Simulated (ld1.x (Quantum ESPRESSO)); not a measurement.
**Co (Z = 27), TM: configuration errors across variants**

* Element: cobalt (Co)
* Generator: ld1.x (Quantum ESPRESSO) 7.5
* Type: norm-conserving Troullier–Martins (Kleinman–Bylander form)
* Functional: PBEsol
* Relativity: fully relativistic
* Frozen core: [Ar]
* Valence charge: 9
* Reference configuration: 3d7 4s1 4p0 (charge +1)
* Partial waves: 4s (bound): rc 1.85 bohr; 3d (bound): rc 1.70 bohr; 4p (bound, empty): rc 3.00 bohr
* Local potential: the p channel
* Core correction: a·sin(br)/r model core, default radius (core density twice the valence density)

Open shells are filled in proportion to 2j + 1 (rel_dist='average').

All-electron excitation energies from the reference (eV): (1) 3d7 4s2 4p0 -9.045; (2) 3d7 4s0 4p0 16.697; (3) 3d6 4s0 4p0 52.534; (4) 3d5 4s0 4p0 107.846; (5) 3d6 4s2 4p1 0.645; (6) 3d7 4s0 4p2 -0.031; (7) 3d7 4s0 4p1 5.393.

A true bound ghost makes a file unfit for plane-wave use even where its test errors are small: the radial tests pick states by their node count and pass the ghost by.

Errors AE − PS in meV (a dash: test not solved or not reliable):

| change | (1) | (2) | (3) | (4) | (5) | (6) | (7) | bound ghosts |
| --- | --- | --- | --- | --- | --- | --- | --- | --- |
| base | -13 | -15 | -519 | -2020 | -470 | -1.4 | -1.1 | s |
| all radii but the core radius scaled by about 0.75 (s 1.40, p 2.26, d 1.28 bohr) | -9.9 | -7.8 | -704 | -2944 | -433 | -9.8 | -4.2 | s |
| all radii but the core radius scaled by about 0.84 (s 1.54, p 2.52, d 1.42 bohr) | -29 | -10 | -628 | -2627 | -489 | -5.3 | -2.0 | s |
| all radii but the core radius scaled by about 0.87 (s 1.62, p 2.62, d 1.48 bohr) | -26 | -12 | -593 | -2461 | -524 | -4.4 | -2.2 | s |
| all radii but the core radius scaled by about 0.96 (s 1.78, p 2.88, d 1.62 bohr) | -15 | -15 | -542 | -2192 | -512 | -2.6 | -2.0 | s |
| all radii but the core radius scaled by about 1.04 (s 1.92, p 3.10, d 1.76 bohr) | -12 | -15 | -502 | -1911 | -453 | -0.6 | -0.6 | s |
| all radii but the core radius scaled by about 1.10 (s 2.04, p 3.30, d 1.86 bohr) | -9.3 | -14 | -460 | -1583 | -369 | +1.4 | +1.6 | s |
| all radii but the core radius scaled by about 1.19 (s 2.20, p 3.56, d 2.02 bohr) | -7.6 | -14 | -411 | -1188 | -261 | +2.9 | +3.6 | s |
| all radii but the core radius scaled by about 1.23 (s 2.28, p 3.70, d 2.10 bohr) | -6.9 | -15 | -373 | -885 | -175 | +2.8 | +3.9 | s |
| all radii but the core radius scaled by about 1.33 (s 2.46, p 4.00, d 2.26 bohr) | -6.4 | -18 | -347 | -577 | -64 | +2.1 | +4.4 | none |

Problem. Give the same row for: all radii but the core radius scaled by about 1.39 (s 2.58, p 4.18, d 2.36 bohr).

Solution. -6.6, -24, -310, -219, +51, +0.4, +3.4; bound ghosts: none.
